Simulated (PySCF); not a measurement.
Vertical excitations of a molecule C2H5ClOSi from TDDFT-CAM-B3LYP/def2-SVPD (PySCF 2.14.0), as energy in eV (oscillator strength): 6.31 (0.007), 6.79 (0.009), 6.94 (0.486), 7.31 (0.031), 7.59 (0.004), 7.73 (0.018), 7.95 (0.003), 8.22 (0.000), 8.31 (0.000), 8.33 (0.029). Lowest triplet (TDA): 4.17 eV. Geometry optimised at B3LYP-D3(BJ)/def2-SVP. The geometry has at least one imaginary mode, so it is a saddle point at that level. The values are those of a single conformer.

**Question.** Identify the compound among the candidates.
(A) C=CO[SiH2]Cl
(B) Cl[SiH]1COC1
(C) O[SiH2]/C=C/Cl
(D) C=C(Cl)[SiH2]O

**Answer.** A, C=CO[SiH2]Cl
